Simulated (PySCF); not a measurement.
# A search over the determinants of InSb

Unrestricted PBE0; basis In def2-SVP with ECP28, Sb def2-SVP with ECP28; scalar-relativistic core potentials; PySCF 2.14. Outer shells of the fragments: In 4d10 5s2 5p1; Sb 4d10 5s2 5p3.

Followed along the bond (rough minima from three points):

```json
{"2Ms+1": "3", "unpaired": "π ↑↑", "⟨S²⟩ at the start": "2.01", "R at minimum (Å)": "2.97", "Te (eV)": "0.00"}
{"2Ms+1": "3", "unpaired": "σ ↑, π ↑", "⟨S²⟩ at the start": "2.02", "R at minimum (Å)": "2.74", "Te (eV)": "0.29"}
{"2Ms+1": "1", "unpaired": "π ↑↓", "⟨S²⟩ at the start": "1.01", "R at minimum (Å)": "2.96", "Te (eV)": "0.30"}
{"2Ms+1": "1", "unpaired": "σ ↓, π ↑", "⟨S²⟩ at the start": "1.02", "R at minimum (Å)": "2.73", "Te (eV)": "0.49"}
{"2Ms+1": "1", "unpaired": "none", "⟨S²⟩ at the start": "0.00", "R at minimum (Å)": "2.95", "Te (eV)": "1.12"}
```

Solutions found at the starting distance of 2.755 Å, counted from the lowest of them; the search is not exhaustive and high or unbound solutions are not listed, so other states can lie among these:

```csv
2Ms+1,unpaired,term,E (eV),⟨S²⟩,⟨Lz²⟩,μ (D)
3,π ↑↑,³Σ⁻,0.00,2.01,0.00,-1.07
3,"σ ↑, π ↑",³Π,0.17,2.02,1.01,-2.47
1,π ↑↓,mixed,0.29,1.01,2.01,-0.98
1,"σ ↓, π ↑",mixed,0.37,1.02,1.01,-2.49
1,none,mixed,1.11,0.00,2.00,-0.61
5,"σ ↑, π ↑↑↑",⁵Π,1.65,6.01,1.00,1.34
3,"σ ↑, π ↑↑↓",mixed,2.18,3.01,3.02,1.25
3,"σ ↓, π ↑↑↑",mixed,2.27,3.02,1.00,1.54
3,π ↑↑,mixed,2.83,2.01,2.01,-0.80
3,π ↑↑,mixed,3.09,2.01,2.01,-1.12
5,"σ ↑↑, π ↑↑",⁵Σ⁻,3.69,6.00,0.00,1.81
3,π ↑↑,mixed,3.77,2.01,2.01,4.72
3,"σ ↑↑, π ↑↓",mixed,4.31,3.01,2.01,1.84
1,"σ ↓↓, π ↑↑",mixed,4.33,2.01,0.00,1.73
```

A term symbol is given only where ⟨S²⟩ and ⟨Lz²⟩ are close to those of a pure state; real π, δ and φ orbitals otherwise mix terms. A positive dipole means In(−)Sb(+).

Problem. Compare the gap between the two lowest followed solutions at the starting distance with the gap between their minima.

Solution. At PBE0 the second solution (triplet, unpaired electrons σ ↑, π ↑) lies +0.17 eV from the first (triplet, unpaired electrons π ↑↑) at 2.755 Å and +0.29 eV at the minima; the two curves relax by different amounts, since their minima lie near 2.74 and 2.97 Å.

Spin–orbit coupling is left out. Counting both spins, an empty level lies below a filled one in some of these solutions, because spin and occupation are held.
